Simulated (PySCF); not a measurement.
## Electron correlation in Pb⁷²⁺ (lead, charge +72)

Starting occupation: [Ne]. Computed with PySCF 2.14 in an even-tempered Gaussian basis (16 s from 15 bohr⁻², ratio 2.6; 14 p from 19 bohr⁻², ratio 2.6; 6 d from 20 bohr⁻², ratio 2.8; 3 f from 410 bohr⁻², ratio 2.8), with X2C-1e with screened-nucleus spin-orbit coupling, Gaussian nucleus. Frozen: 1s2; 8 electrons correlated; the 50 highest virtual spinors left out.

MP2 pair energies summed by pair of shells (mhartree):

```tsv
pair	energy	share (%)
2p1/2-2p3/2	-109.87	32.8
2p3/2-2p3/2	-101.88	30.4
2p3/2-2s1/2	-53.34	15.9
2p1/2-2s1/2	-29.87	8.9
2p1/2-2p1/2	-26.03	7.8
2s1/2-2s1/2	-14.47	4.3
```

Total MP2 correlation energy: -335.45 mhartree.

The virtual space was cut to 52 spinors, which keep -277.00 of the -335.45 mhartree of MP2 correlation.

```csv
level,correlation energy (mhartree)
CCSD,-277.77
(T),-0.01
CCSD(T),-277.78
```

Diagnostics: T1 = 1.5e-05, largest double amplitude 0.002.

Cost of the coupled-cluster step: about 18 core-seconds, for 8 occupied and 52 virtual spinors.

Iterations:

```
Init t2, MP2 energy = -0.277004069071238
CCSD nocc = 8, nmo = 60
Init t2, MP2 energy = -0.277004069071238
Init E_corr(GCCSD) = -0.277004069071238
cycle = 1  E_corr(GCCSD) = -0.277755972511408  dE = -0.00075190344  norm(t1,t2) = 9.80925e-05
cycle = 2  E_corr(GCCSD) = -0.277768723257682  dE = -1.27507463e-05  norm(t1,t2) = 1.70245e-06
cycle = 3  E_corr(GCCSD) = -0.277768891497572  dE = -1.6823989e-07  norm(t1,t2) = 3.95294e-08
cycle = 4  E_corr(GCCSD) = -0.277768891264447  dE = 2.33124964e-10  norm(t1,t2) = 1.79213e-10
GCCSD converged
E(GCCSD) = -13931.66937762821  E_corr = -0.2777688912644469
```

The coupled-cluster values are those of the cut space; adding the MP2 remainder, -58.45 mhartree, estimates the full space.

At this charge the one-electron X2C treatment keeps the bare 1/r₁₂, with no two-electron picture change or Breit term. The effect here is smaller than on the frozen 1s shell.
